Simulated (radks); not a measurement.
All-electron atom: Ge2+ in [Ar] 3d10 4s2.

Calculated with a radial shooting solver on a logarithmic mesh with Libxc functionals: scalar-relativistic Kohn-Sham, exchange-only LDA, spin-polarised, spherical densities, finite nucleus; Fermi nuclear charge, rms radius 4.0742 fm.

Energy parts (hartree):
part                   energy
total             -2092.25722
kinetic            2131.39348
electron-nucleus  -5028.82708
Hartree             878.37316
exchange            -73.19679

Orbitals (lengths in bohr, moments of r in powers of bohr):
| orbital | occ. | eigenvalue (hartree) | <1/r> |
|---|---|---|---|
| 1s | 2 | -402.7218 | 32.33 |
| 2s | 2 | -50.98668 | 7.093 |
| 2p | 6 | -44.68819 | 6.962 |
| 3s | 2 | -6.83231 | 2.281 |
| 3p | 6 | -4.90877 | 2.130 |
| 3d | 10 | -1.75394 | 1.784 |
| 4s | 2 | -1.04013 | 0.6731 |
| 4p | 0 | -0.69586 | 0.5521 |
| 5s | 0 | -0.33561 | 0.2788 |
| 4d | 0 | -0.30215 | 0.3321 |
| 4f | 0 | -0.13560 | 0.1493 |

The highest occupied level is 4s at -28.303 eV. The electron density at the nucleus is 3.193e+04 e/bohr^3 (large components only).
